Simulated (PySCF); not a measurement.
**How methods differ on the excitation energy of S**

S [Ne] 3s2 3p4 (3P) → S [Ne] 3s1 3p5 (3P), as a difference of total energies. All numbers are calculated (PySCF 2.14, no relativity, point nucleus, in aug-cc-pwCVDZ (6s5p3d, 36 functions)). Correlated levels: valence and next inner shell: 1s2 frozen. The calculations carry no spin-orbit coupling.

```csv
method,excitation energy (cm⁻¹),error (cm⁻¹)
UHF,92516,+20507
MP2 (valence and next inner shell),83601,+11593
SCS-MP2 (valence and next inner shell),82379,+10371
CCSD (valence and next inner shell),75801,+3793
CCSD(T) (valence and next inner shell),73076,+1068
```

Reference: 72008 cm⁻¹ (measured; NIST levels, between the centres of gravity of the two terms).

Errors of the correlated levels include the incompleteness of this basis and the frozen core.

The coupled-cluster amplitudes are large for the upper state (T1 above 0.03 or a double amplitude above 0.15), so a single reference is strained.
